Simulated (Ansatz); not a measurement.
Consider the formal hydrolysis of the Si–C bond: `N[SiH](C=O)CCl` + H₂O → `N[SiH](O)CCl` + `C=O`.

Program: Ansatz. Geometries: PBE0-D4/def2-TZVP. ΔE: electronic, gas phase. CCSD(T)/CBS is the MP2 limit (def2-TZVPP, def2-QZVPP) plus CCSD(T) − MP2 in def2-TZVPP, frozen cores. This one scheme is used for every species. One conformer a species, not always the lowest.

```json
{"species": "`N[SiH](C=O)CCl`", "HF/def2-QZVPP energy (Eh)": "-957.13441"}
{"species": "H₂O", "HF/def2-QZVPP energy (Eh)": "-76.06663"}
{"species": "`N[SiH](O)CCl`", "HF/def2-QZVPP energy (Eh)": "-919.33317"}
{"species": "`C=O`", "HF/def2-QZVPP energy (Eh)": "-113.92312"}
```

Task: Work out ΔE.

Result: ΔE = (-919.33317) + (-113.92312) − (-957.13441) − (-76.06663) = -0.05525 Eh = -145.1 kJ/mol. CCSD(T)/CBS gives -122.9 kJ/mol.

Largest T1 diagnostic among the species: 0.015.

In def2-TZVPP, CCSD(T) changes the Hartree–Fock value by +18.6 kJ/mol (the triples alone add +2.9 kJ/mol) and MP2 by +15.9 kJ/mol. From PBE to PBE0 (25 % exact exchange), in def2-TZVPP and without D4, ΔE moves by −6.1 kJ/mol.
